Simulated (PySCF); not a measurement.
# Atomic charges by several schemes

Compound: C₇H₁₅OP.
Structure used (GFN2-xTB), in Å, numbered top down from 1:
```xyz
24
C7H15OP angstrom
C      2.9402   -0.7436    0.2618
C      2.3448    0.3009   -0.6725
C      0.8922   -0.0085   -1.0209
P     -0.2714    0.1317    0.4062
C     -0.1609    1.8679    0.9882
O     -0.0878   -0.8490    1.4836
C     -1.9053    0.0174   -0.3952
C     -3.0249   -0.4412    0.4906
C     -2.4570   -1.3718   -0.5249
H      3.9602   -0.4785    0.5314
H      2.9526   -1.7184   -0.2207
H      2.3467   -0.8214    1.1675
H      2.4064    1.2875   -0.2065
H      2.9293    0.3387   -1.5974
H      0.8019   -1.0363   -1.3837
H      0.5387    0.6621   -1.8069
H      0.7833    1.9944    1.5141
H     -0.9729    2.0268    1.6959
H     -0.2360    2.5803    0.1726
H     -2.1221    0.7358   -1.1740
H     -4.0091   -0.0259    0.3320
H     -2.7817   -0.6335    1.5258
H     -1.8381   -2.1789   -0.1597
H     -3.0409   -1.6169   -1.3998
```

Density: PBE0/pcSseg-1 (PySCF); schemes: Mulliken, IAO, Hirshfeld and ESP-fitted. Geometry: GFN2-xTB, one conformer, isolated molecule.

**Question.** What partial charge does each atom carry?

**Answer.** In e:

```
atom                     environment  Mulliken     IAO  Hirshfeld  ESP-fitted
  C1                   methyl carbon    -0.281  -0.424     -0.122      -0.365
  C2                chain CH2 carbon    -0.269  -0.243     -0.064      +0.271
  C3  sp3 carbon bound to phosphorus    -0.434  -0.509     -0.112      -0.413
  P4           phosphoryl phosphorus    +0.864  +1.524     +0.444      +1.010
  C5  sp3 carbon bound to phosphorus    -0.469  -0.689     -0.164      -0.817
  O6               phosphoryl oxygen    -0.618  -0.934     -0.386      -0.628
  C7  sp3 carbon bound to phosphorus    -0.484  -0.413     -0.095      -0.353
  C8      three-membered-ring carbon    -0.185  -0.284     -0.086      -0.184
  C9      three-membered-ring carbon    -0.189  -0.284     -0.085      -0.343
 H10                 methyl hydrogen    +0.110  +0.138     +0.039      +0.078
 H11                 methyl hydrogen    +0.107  +0.137     +0.039      +0.094
 H12                 methyl hydrogen    +0.150  +0.158     +0.033      +0.095
 H13              methylene hydrogen    +0.118  +0.126     +0.034      -0.040
 H14              methylene hydrogen    +0.123  +0.135     +0.039      -0.017
 H15              methylene hydrogen    +0.155  +0.153     +0.047      +0.119
 H16              methylene hydrogen    +0.142  +0.145     +0.042      +0.077
 H17                 methyl hydrogen    +0.158  +0.165     +0.053      +0.242
 H18                 methyl hydrogen    +0.159  +0.170     +0.054      +0.213
 H19                 methyl hydrogen    +0.135  +0.156     +0.048      +0.200
 H20                methine hydrogen    +0.144  +0.153     +0.047      +0.181
 H21              methylene hydrogen    +0.131  +0.150     +0.049      +0.126
 H22              methylene hydrogen    +0.152  +0.162     +0.048      +0.126
 H23              methylene hydrogen    +0.151  +0.161     +0.048      +0.155
 H24              methylene hydrogen    +0.131  +0.151     +0.049      +0.172
```

Mean size of the charges over all atoms: IAO 0.315 e, ESP-fitted 0.263 e, Mulliken 0.244 e, Hirshfeld 0.093 e. Each set sums to the total charge, 0, to within 0.001 e. The ESP scheme is a least-squares fit of atom-centred charges to the potential on four shells outside the van der Waals surface, with the total charge fixed. The Hirshfeld scheme divides the density at each point in proportion to the densities of the neutral, spherically averaged free atoms.

Lowest charge. The schemes don't all agree: Mulliken O6 (-0.618); IAO O6 (-0.934); Hirshfeld O6 (-0.386); ESP-fitted C5 (-0.817).

Highest charge. All schemes agree: Mulliken P4 (+0.864); IAO P4 (+1.524); Hirshfeld P4 (+0.444); ESP-fitted P4 (+1.010).

**Question.** Sum the charges by element, for elements with more than one atom.

**Answer.** 
```json
{"element": "C", "atoms": "7", "Mulliken": "-2.311", "IAO": "-2.848", "Hirshfeld": "-0.728", "ESP-fitted": "-2.205"}
{"element": "H", "atoms": "15", "Mulliken": "+2.065", "IAO": "+2.259", "Hirshfeld": "+0.669", "ESP-fitted": "+1.822"}
```

**Question.** How many electrons does the Mulliken scheme count on C2?

**Answer.** Z − q = 6 − (-0.269) = 6.269.

The run behind these numbers computed NMR shieldings as well. Time: 44 s of wall time; peak memory 1.2 GiB. Hardware: an Arm Neoverse V2 with one thread (shared host).
